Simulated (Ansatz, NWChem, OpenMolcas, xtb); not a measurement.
Ligand exchange: C2H5BrSi + C3H8O → C2H6OSi + C3H7Br

Gas-phase species: C2H5BrSi `C=C[SiH2]Br`, singlet; C3H8O `CCCO`, singlet; C2H6OSi `C=C[SiH2]O`, singlet; C3H7Br (1-bromopropane) `CCCBr`, singlet. The partners trade Br for OH: Si–Br and C–OH bonds give way to Si–OH and C–Br.

Shapes, held fixed at every level: PBE0-D4/def2-TZVP. Flexible molecules stand in one conformer, not always the lowest. Programs: Ansatz 0.2.0, NWChem 7.3.0, OpenMolcas 26.06, xtb 6.7.1. A level may come from different programs for different species; with the same settings they agree closely. Electronic energies: no zero-point or thermal term.

```tsv
level	kind	ΔE (kJ/mol)	less CCSD(T)/def2-TZVPP
GFN0-xTB	semi-empirical	+72.5	+106.0
HF/def2-TZVPP	Hartree–Fock	-24.4	+9.1
r2SCAN-D4/def2-TZVPP	meta-GGA	-28.6	+4.9
B3LYP/6-31G* (Cartesian functions)	global hybrid	-14.3	+19.2
PBE0-D4/def2-TZVPP	global hybrid	-22.4	+11.1
wB97M-V/def2-TZVPP	range-separated hybrid	-28.4	+5.1
MP2/def2-TZVPP	perturbation theory	-37.2	-3.7
CCSD/def2-TZVPP	coupled cluster or CI	-32.3	+1.2
CCSD(T)/def2-TZVPP	coupled cluster or CI	-33.5	0.0
```

The highest level, CCSD(T)/def2-TZVPP, gives ΔE = -33.5 kJ/mol; the levels span -37.2 to +72.5. They disagree on the sign: 1 of 9 are positive. GFN0-xTB strays far from the other rows. The column of differences is taken from that level and isn't an error. No measured value is set beside it here. Relativity is left out for Br. Outer-core shells of Br are correlated, in sets that cover them unevenly.
